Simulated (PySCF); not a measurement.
C₄H₄, SMILES C1=CC=C1. Atoms are numbered in the order given.

```xyz
8

C      0.0000     0.6680     0.7839
C      0.0000     0.6680    -0.7839
C      0.0000    -0.6680     0.7839
C      0.0000    -0.6680    -0.7839
H      0.0000     1.4411     1.5536
H      0.0000     1.4411    -1.5536
H      0.0000    -1.4411     1.5536
H      0.0000    -1.4411    -1.5536
```

Geometry optimised at PBE0-D3(BJ)/def2-SVP.

Two levels are set side by side: PBE/pcJ-1 (PySCF) and B3LYP/pcJ-1 (PySCF). One-bond couplings, all four terms, same geometry. Isotopes: 13C, 1H. Differences are taken from unrounded values.

```json
[
 {"quantity": "¹J(C1,C2) (Hz)", "B3LYP": "601.9"},
 {"quantity": "¹J(C1,C3) (Hz)", "B3LYP": "629.9"},
 {"quantity": "¹J(C2,C4) (Hz)", "B3LYP": "630.0"},
 {"quantity": "¹J(C3,C4) (Hz)", "B3LYP": "601.9"},
 {"quantity": "¹J(C1,H5) (Hz)", "B3LYP": "351.7"},
 {"quantity": "¹J(C2,H6) (Hz)", "B3LYP": "351.7"},
 {"quantity": "¹J(C3,H7) (Hz)", "B3LYP": "351.7"},
 {"quantity": "¹J(C4,H8) (Hz)", "B3LYP": "351.7"}
]
```

Question: What does PBE give, and how far is it from B3LYP? (The exact figures need the calculation; the answer reports its results.)

Answer: 
```
quantity          PBE  PBE minus B3LYP
--------------  -----  ---------------
¹J(C1,C2) (Hz)   78.0           -523.9
¹J(C1,C3) (Hz)  104.3           -525.6
¹J(C2,C4) (Hz)  104.3           -525.6
¹J(C3,C4) (Hz)   78.0           -523.9
¹J(C1,H5) (Hz)  187.8           -163.9
¹J(C2,H6) (Hz)  187.8           -163.9
¹J(C3,H7) (Hz)  187.8           -163.9
¹J(C4,H8) (Hz)  187.8           -163.9
```

Rough cost on one machine, each run with all the roots and properties that it gave: B3LYP against PBE about 2 times.
